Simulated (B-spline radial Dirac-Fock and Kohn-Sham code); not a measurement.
Magnetic form factor of the 3d shell of Ba³³⁺

System: Ba³³⁺ in the configuration [Ar] 3d5.

The run's input, task.json:

```json
{"items": [{
  "Z": 56,
  "q": 33,
  "cfg": [[1, 0, 2], [2, 0, 2], [2, 1, 6], [3, 0, 2], [3, 1, 6], [3, 2, 5]],
  "A": 138,
  "rrms": 4.8378,
  "do": ["scatter"],
  "s": [0.0, 0.05, 0.06, 0.07, 0.1, 0.12, 0.16, 0.2, 0.25, 0.32, 0.41, 0.52, 0.66, 0.85, 1.08, 1.37, 1.75, 2.23, 2.84, 3.62, 4.61, 5.88, 7.49],
  "pz": [0, 0.1, 0.13, 0.18, 0.24, 0.32, 0.43, 0.57, 0.76, 1.0, 1.4, 1.8, 2.4, 3.3, 4.4, 5.8, 7.8, 10.0, 14.0, 19.0, 25.0],
  "hv_scatter": [1000, 5000, 17479.3, 20000, 100000, 200000, 500000, 1000000]
}]}
```

Launch: `python xray_run.py task.json out`

Level of theory: relativistic Hartree-Fock (Dirac-Fock) wave functions, averaged over the configuration; a radial B-spline solver. ⟨j_K⟩ is the integral of the 3d radial density with the spherical Bessel function j_K(4πsr), s = sin θ/λ.

```
s (Å⁻¹)    ⟨j0⟩    ⟨j2⟩    ⟨j4⟩
      0  1.0000  0.0000  0.0000
   0.05  0.9987  0.0005  0.0000
   0.06  0.9982  0.0007  0.0000
   0.07  0.9975  0.0010  0.0000
    0.1  0.9949  0.0020  0.0000
   0.12  0.9927  0.0029  0.0000
   0.16  0.9871  0.0052  0.0000
    0.2  0.9799  0.0080  0.0000
   0.25  0.9687  0.0124  0.0001
   0.32  0.9493  0.0201  0.0002
   0.41  0.9181  0.0321  0.0004
   0.52  0.8716  0.0498  0.0011
   0.66  0.8015  0.0756  0.0027
   0.85  0.6930  0.1132  0.0068
   1.08  0.5530  0.1566  0.0152
   1.37  0.3839  0.1984  0.0313
```

Radial moments of the shell: ⟨r²⟩ = 0.06902, ⟨r⁴⟩ = 0.008106, ⟨r⁶⟩ = 0.001453 in powers of bohr.

Values without a named source are computed, but for edge energies of neutral atoms, which are taken from tables.
